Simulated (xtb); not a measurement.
3,3,3-trifluoro-2-methylprop-1-ene (C₄H₅F₃), SMILES C=C(C)C(F)(F)F. All values are semi-empirical tight-binding results from xtb (GFN2-xTB unless named), good for trends rather than for accurate numbers. Geometry: GFN2-xTB.

Optimised geometry:

Bond lengths (Å): C1–C2 1.322, C1–H8 1.076, C1–H9 1.076, C2–C3 1.494, C2–C4 1.508, C3–H10 1.090, C3–H11 1.085, C3–H12 1.090, C4–F5 1.346, C4–F6 1.346, C4–F7 1.339. Angles (°): C2–C1–H8 122.2, C2–C1–H9 120.8, H8–C1–H9 117.0, C1–C2–C3 126.0, C1–C2–C4 120.6, C3–C2–C4 113.4, C2–C3–H10 110.0, C2–C3–H11 110.4, C2–C3–H12 110.1, H10–C3–H11 109.3, H10–C3–H12 107.8, H11–C3–H12 109.3, C2–C4–F5 111.9, C2–C4–F6 111.9, C2–C4–F7 113.9, F5–C4–F6 106.0, F5–C4–F7 106.4, F6–C4–F7 106.3.
Charge 0, spin multiplicity 1.

```
Property                                         Value
---------------------------------------  -------------
point group as xtb finds it                         Cs
orbital gap                                    5.19 eV
dipole moment                                   3.37 D
zero-point energy                        51.6 kcal/mol
G − E(el) at 298.15 K (modified RRHO)    31.8 kcal/mol
static polarisability (D4 model)            54.3 bohr³
solvation energy, GFN2-xTB/ALPB(water)   -2.3 kcal/mol
solvation energy, GFN2-xTB/ALPB(hexane)  -3.5 kcal/mol
```

Computed IR lines (harmonic; lines under 4 % of the strongest left out, lines within 3 cm⁻¹ merged):
ν (cm⁻¹): 536 (w), 921 (w), 1016 (m), 1037 (vs), 1074 (s), 1110 (s), 1276 (w), 1468 (w), 3066 (w) (against the strongest line: vs over 80 %, s over 45 %, m over 15 %, w over 4 %, vw less)

Task: Give the atomic charges and the Wiberg bond orders between heavy atoms. (An estimate is asked for; the answer gives what the named calculation found.)

Result: charges (e) C1 -0.08, C2 -0.01, C3 -0.12, C4 0.48, F5 -0.21, F6 -0.21, F7 -0.20, H8 0.07, H9 0.07, H10 0.07, H11 0.06, H12 0.07. Bond orders C1–C2 1.93, C2–C3 1.03, C2–C4 0.94, C4–F5 0.94, C4–F6 0.94, C4–F7 0.95.
